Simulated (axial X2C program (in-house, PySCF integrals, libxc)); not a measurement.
HfN⁻: from the spin-free to the two-component result

Calculated with an axial X2C code built on PySCF integrals. Spin-free means the one-electron spin-free X2C Hamiltonian; two-component (2c) means X2C with spin–orbit coupling and atomic mean-field two-electron Coulomb and Gaunt terms, so the difference of the two also holds small scalar two-electron terms. Basis: Hf dyall-acv3z [14s15p10d7f4g], N dyall-av3z [7s7p3d2f] (cores contracted in-house); Gaussian nuclei, density fitting, unrestricted open shells. Masses: Hf 179.947 u, N 14.003 u.

Spin-free state: M_S = 0, Λ = 0 (closed shell); fragments Hf- + N.

```
    level  Re (Å)  ωe (cm⁻¹)  μ (D)
     PBE0   1.731     1007.3  -3.94
       HF   1.719     1038.0  -3.71
     CCSD   1.756      974.5    n/a
  CCSD(T)   1.775      932.7    n/a
BHandHLYP   1.726     1025.2  -4.19
```

Correlated methods: 10 electrons correlated (number of frozen shells: Hf 5 s, 4 p, 2 d, 1 f; N 1 s), 334 virtual spin orbitals or spinors in MP2, 88 natural virtuals in coupled cluster.

Dipoles are positive if N is the positive end and refer to the centre of mass.

Two-component determinant lowest at the distance of the search:

Ω = 0 (closed shell); fragments Hf- + N.

| level | Re (Å) | ωe (cm⁻¹) | μ (D) |
| --- | --- | --- | --- |
| PBE0 | 1.729 | 1008.0 | -3.89 |
| HF | 1.717 | 1039.1 | -3.68 |
| CCSD | 1.755 | 975.2 | n/a |
| CCSD(T) | 1.773 | 933.7 | n/a |
| BHandHLYP | 1.724 | 1026.0 | -4.14 |

From the two tables, how do the constants change at the CCSD(T) level (2c against spin-free)?

At the CCSD(T) level Re decreases by 0.002 Å and ωe goes up by 1.0 cm⁻¹.

The state is one determinant whose occupation by symmetry is held fixed; it was picked as the lowest of a PBE0 search that is not exhaustive. The closed shell is kept restricted, so the energy runs too high when the bond is stretched far. De is not given where an atomic determinant may have missed its ground term or J level, or where the truncated virtual space spoils (T). CCSD and (T) use frozen natural virtuals with an MP2 correction for the truncation; (T) itself is uncorrected, so its De runs slightly low. The functionals have no current-density term, which raises determinants with orbital currents, atoms included. The outer-core s and p shells of the metal are frozen in the correlated rows, which leaves out core–valence correlation; for alkali and alkaline-earth bonds that tends to lengthen them. The T1 diagnostic is large, a sign of multireference character. The stretched end of a curve changes character and is left out. With the outer-core shells frozen, correlated bond lengths of heavy atoms tend to come out a few hundredths of an ångström too long.
